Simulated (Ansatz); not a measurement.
Reaction (ligand exchange at the Si–C bond): `OCCC[SiH3]` + `O[CH2][ZnH]` → `[SiH3]O[CH2][ZnH]` + `CCCO`

Gas-phase electronic energies from Ansatz, PBE0-D4/def2-TZVP geometries. CCSD(T)/CBS is the MP2 limit (def2-TZVPP, def2-QZVPP) plus CCSD(T) − MP2 in def2-TZVPP, frozen cores. DFT in def2-TZVPP. B3LYP here is the variant with VWN-RPA as its local correlation; programs differ in this. For Zn outer-core shells are correlated without core-valence functions, which leaves a few kJ/mol of doubt a bond. Scalar relativity is left out up to krypton. Each species was taken in one conformer, which may not be the lowest.

(1) Is it downhill or uphill in electronic energy at CCSD(T)/CBS, and by how much? (Best estimate.)

(2) What do these levels give: B3LYP-D4, PBE0, MP2/def2-TZVPP, HF/def2-QZVPP, SCS-MP2/def2-QZVPP, CCSD/CBS(def2)? (Estimate.)

Largest T1 diagnostic among the species: 0.014.

Answers

(1) The calculation gave: Downhill: ΔE = -1.09 eV.

(2) Computed: B3LYP-D4 -1.10, PBE0 -1.02, MP2/def2-TZVPP -1.13, HF/def2-QZVPP -1.36, SCS-MP2/def2-QZVPP -1.17, CCSD/CBS(def2) -1.12 eV.

From PBE to PBE0 (25 % exact exchange), in def2-TZVPP and without D4, ΔE moves by −0.05 eV. The D4 term adds +0.05 eV with B3LYP and +0.03 eV with PBE0; it sums over pairs of atoms, weighted by their polarisabilities, and B3LYP, whose exchange is more repulsive, gets the larger term. In def2-TZVPP, CCSD(T) changes the Hartree–Fock value by +0.24 eV (the triples alone add +0.03 eV) and MP2 by +0.22 eV.
